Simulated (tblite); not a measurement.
C6H12OSi.
SMILES with atom numbers: `[SiH3:1][CH2:2][C@H:3]1[CH:4]=[CH:5][O:6][CH2:7][CH2:8]1` (hydrogens: H9, H10, H11 on Si1; H12, H13 on C2; H14 on C3; H15 on C4; H16 on C5; H17, H18 on C7; H19, H20 on C8)

The geometry is computed with GFN2-xTB (gas phase).

What internal coordinates does the optimisation give?

```
                    bond  length (Å)
                  Si1–C2       1.902
                   C2–C3       1.531
                   C3–C4       1.505
                   C4=C5       1.326
                   C5–O6       1.359
                   O6–C7       1.414
                   C7–C8       1.526
                   C3–C8       1.530
Si1–H9, Si1–H10, Si1–H11       1.465
                  C2–H12       1.093
                  C2–H13       1.092
                  C3–H14       1.099
                  C4–H15       1.078
                  C5–H16       1.081
                  C7–H17       1.099
                  C7–H18       1.093
                  C8–H19       1.092
                  C8–H20       1.090
```

Bonds in one row agree within 0.01 Å and their mean is given. A selection of angles:
```
    angle  degrees
Si1–C2–C3    114.7
 C2–C3–C4    110.4
 C2–C3–C8    111.9
 C4–C3–C8    107.9
 C3–C4–C5    122.5
 C4–C5–O6    125.8
 C5–O6–C7    114.4
 O6–C7–C8    112.3
 C3–C8–C7    109.6
```

Torsions: Si1–C2–C3–C4 179° (antiperiplanar); C2–C3–C4–C5 138° (anticlinal); C3–C4–C5–O6 4° (synperiplanar); C4–C5–O6–C7 10° (synperiplanar); C5–O6–C7–C8 -42° (synclinal); O6–C7–C8–C3 62° (synclinal); C2–C3–C8–C7 -167° (antiperiplanar).

The 6-membered ring C3–C4–C5–O6–C7–C8 has internal angles of 107.9° to 125.8°; it is puckered, 0.20 Å rms from its mean plane, widest ring torsion 62°. Of the pairs four or more bonds apart, Si1···H20 is among the closest relative to their van der Waals radii: 3.00 Å, 91 % of the sum of Bondi's values. The 2 C–O bonds span 1.359 Å (C5–O6, drawn single) to 1.414 Å (O6–C7, drawn single), a spread of 0.055 Å. Si1 (SiH3 silicon) is tetrahedral (angles from 108.4° to 111.1°). The C–C distances run from 1.326 Å (C4=C5, drawn double) to 1.531 Å (C2–C3, drawn single), a spread of 0.205 Å.

Point group: C1 (no symmetry element, even within 0.4 Å). Its GFN2-xTB frequencies are all real (lowest 64 cm⁻¹). The numbers are those of one conformer. 3 starts were optimised and ended at 0.00, 0.00 and 0.23 kcal/mol (GFN2-xTB); the lowest of these is shown.
